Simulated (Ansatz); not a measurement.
A run of Ansatz (development build ahead of 0.2.0) on singlet H₁₀ at this shape:

```yaml
atoms:
  - { symbol: H, position_ang: [1.4950, 0.0000, 0.0000] }
  - { symbol: H, position_ang: [1.2095, 0.8787, 0.0000] }
  - { symbol: H, position_ang: [0.4620, 1.4218, 0.0000] }
  - { symbol: H, position_ang: [-0.4620, 1.4218, 0.0000] }
  - { symbol: H, position_ang: [-1.2095, 0.8787, 0.0000] }
  - { symbol: H, position_ang: [-1.4950, 0.0000, 0.0000] }
  - { symbol: H, position_ang: [-1.2095, -0.8787, 0.0000] }
  - { symbol: H, position_ang: [-0.4620, -1.4218, 0.0000] }
  - { symbol: H, position_ang: [0.4620, -1.4218, 0.0000] }
  - { symbol: H, position_ang: [1.2095, -0.8787, 0.0000] }
```

Its results:

| Property | Result |
| --- | --- |
| Converged | yes |
| Reference energy | -5.38535 hartree |
| Correlation energy | -0.19610 hartree |
| Total energy | -5.58145 hartree |

Forces (eV/Å):
| atom | Fx | Fy | Fz |
| --- | --- | --- | --- |
| H1 | 0.625 | 0.000 | 0.000 |
| H2 | 0.505 | 0.367 | 0.000 |
| H3 | 0.193 | 0.594 | 0.000 |
| H4 | -0.193 | 0.594 | 0.000 |
| H5 | -0.505 | 0.367 | 0.000 |
| H6 | -0.625 | 0.000 | 0.000 |
| H7 | -0.505 | -0.367 | 0.000 |
| H8 | -0.193 | -0.594 | 0.000 |
| H9 | 0.193 | -0.594 | 0.000 |
| H10 | 0.505 | -0.367 | 0.000 |

Task: Which input gives this output? Name the method, the orbitals and the basis set, and write the input.

Result: RHF-MP2 in def2-SVP. An unrestricted run that stays on the closed shell gives the same numbers.

```yaml
crystal:
  periodic: [false, false, false]
  atoms:
    - { symbol: H, position_ang: [1.495, 0.0, 0.0] }
    - { symbol: H, position_ang: [1.20948, 0.87874, 0.0] }
    - { symbol: H, position_ang: [0.46198, 1.42183, 0.0] }
    - { symbol: H, position_ang: [-0.46198, 1.42183, 0.0] }
    - { symbol: H, position_ang: [-1.20948, 0.87874, 0.0] }
    - { symbol: H, position_ang: [-1.495, 0.0, 0.0] }
    - { symbol: H, position_ang: [-1.20948, -0.87874, 0.0] }
    - { symbol: H, position_ang: [-0.46198, -1.42183, 0.0] }
    - { symbol: H, position_ang: [0.46198, -1.42183, 0.0] }
    - { symbol: H, position_ang: [1.20948, -0.87874, 0.0] }
basis:
  gaussian: { orbitals: def2-SVP }
hamiltonian:
  xc: hf
correlation:
  method: mp2
  frozen_orbitals: { H: 0 }
output:
  forces: true
```

Caution: bonds are stretched, where a single reference can fail; stretched shape with no unrestricted run beside it, a lower state can exist.
